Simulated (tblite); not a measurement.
Compound: C3H8F2OSi2.
SMILES with atom numbers: `[F:1][CH:2]([F:3])[O:4][C@:5]1([SiH3:6])[CH2:7][SiH2:8]1` (hydrogens: H9 on C2; H10, H11, H12 on Si6; H13, H14 on C7; H15, H16 on Si8)

Geometry (GFN2-xTB, Å), atoms numbered from 1 in this order:
```
atom  x, y, z in Å
F1     2.5230    0.0235   -1.9125
C2     1.8442    0.3068   -0.7810
F3     2.4638    1.4111   -0.2687
O4     0.5646    0.5454   -1.0683
C5    -0.3854    0.1041   -0.0716
Si6   -0.2410    1.0766    1.5492
C7    -0.5435   -1.4299   -0.0437
Si8   -1.9551   -0.5628   -0.9304
H9     2.0179   -0.5153   -0.0626
H10    1.0110    0.7385    2.2333
H11   -1.3680    0.6390    2.3743
H12   -0.2948    2.4976    1.2306
H13   -0.6904   -1.8581    0.9383
H14    0.1931   -1.9827   -0.6132
H15   -1.9419   -0.5630   -2.3773
H16   -3.2052   -0.4218   -0.2079
```

Level: GFN2-xTB in tblite, geometry and Hessian alike; calculated harmonic values, unscaled, isolated species. Against measured fundamentals such values can be off by several per cent, at times by over 20. Modes of hydrogen on silicon can be 10 to 20 % off. One conformer, not necessarily the lowest.

Harmonic wavenumbers (cm⁻¹): 32.9, 68.8, 114.5, 126.7, 148.7, 205.7, 236.8, 344.3, 405.5, 422.2, 470.4, 488.0, 496.9, 525.7, 544.0, 553.5, 652.9, 709.0, 732.3, 750.8, 752.1, 781.1, 802.0, 806.3, 936.4, 962.3, 1041.6, 1058.4, 1090.0, 1119.7, 1150.7, 1274.5, 1312.9, 1420.7, 2241.5, 2266.6, 2324.7, 2371.6, 2409.7, 2867.8, 3046.1, 3062.3.

A = 1903, B = 1040, C = 754.6 MHz; mass 154.008 u (most abundant isotopes); point group C1, symmetry number 1.

Q: Zero-point energy?

A: ½Σν̃ = 21564 cm⁻¹ = 257.96 kJ/mol.

Q: Entropy at 200 K, 1 bar (ideal gas, RRHO, classical rotation)?

A: Translation 163.38, rotation 119.51, vibration 87.39: S = 370.3 J/(mol K).

Q: And Cp and H(200 K) − H(0)?

A: Cp = 128.87 J/(mol K), of which vibrations give 95.61 (their classical limit is 42 R = 349.2); H(200 K) − H(0) = 16.05 kJ/mol without the zero-point energy, 9.39 from vibrations.

Q: How do the functions run with temperature in this model?

A: 
```csv
T (K),S (J/(mol K)),Cp (J/(mol K)),H − H(0) (kJ/mol),G − H(0) (kJ/mol),ln q(vib)
100,300.0,80.4,5.63,-24.37,2.06
300,431.6,175.5,31.33,-98.15,7.70
500,537.9,240.1,73.49,-195.45,13.33
800,663.5,293.0,154.31,-376.52,21.04
1000,731.4,314.5,215.18,-516.18,25.62
```

q(vib) and H(0) count from the zero-point level.

Q: Blend soft modes into free rotors: weight 1/[1 + (100 cm⁻¹/ν̃)⁴] for the oscillator and the rest for a rotor with moment μB/(μ + B), μ = h/(8π²ν), B = 10⁻⁴⁴ kg m². What vibrational entropy results?

A: 80.18 J/(mol K) in place of 87.39, which changes −T·S at 200 K by +1.44 kJ/mol.

Q: What must be added to the electronic energy to get the Gibbs energy at 200 K and 1 bar?

A: ZPE + [H(200 K) − H(0)] − T·S = 257.96 + 16.05 − 74.06 = 199.95 kJ/mol.

Hindered rotation and anharmonicity are outside this model. Other conformers, if any are populated, would add a mixing term that is left out. The structure is chiral; the term R ln 2 for an equal mix with its mirror image is left out.
